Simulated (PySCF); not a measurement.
H2BBrO2 (SMILES OB(O)Br), singlet, geometry from GFN2-xTB.

Input for PySCF:
```python
from pyscf import gto, scf, dft, tdscf

mol = gto.M(
    atom='''
B     0.63016015    0.69553097   -0.00673031
Br   -0.65351999   -0.70845424    0.00049872
O     0.31611294    1.77672235   -0.72296485
H     0.94539192    2.49728478   -0.74279122
O     1.78376744    0.59968450    0.67095821
H     1.97796385   -0.19029600    1.17504071
''',
    basis='6-31g',
    verbose=4,
)

mf = dft.RKS(mol)
mf.xc = 'pbe'
mf.kernel()
td = mf.TDA()
td.nstates = 5
td.kernel()
td.analyze()
```

Problem. What is the computed lowest excitation energy found (PBE/6-31G, TDA (PySCF))?

Solution. 7.15 eV

Problem. Give the excitation energies found at the level PBE/6-31G, TDA.

Solution. 7.15, 7.55, 7.73, 7.81, 8.08 eV

Problem. Predict the HOMO energy from PBE/6-31G, TDA.

Solution. -6.86 eV

Problem. Predict the total energy from PBE/6-31G, TDA.

Solution. -2749.764754 Ha

Problem. Give the HOMO-LUMO gap at the level PBE/6-31G, TDA.

Solution. 7.09 eV
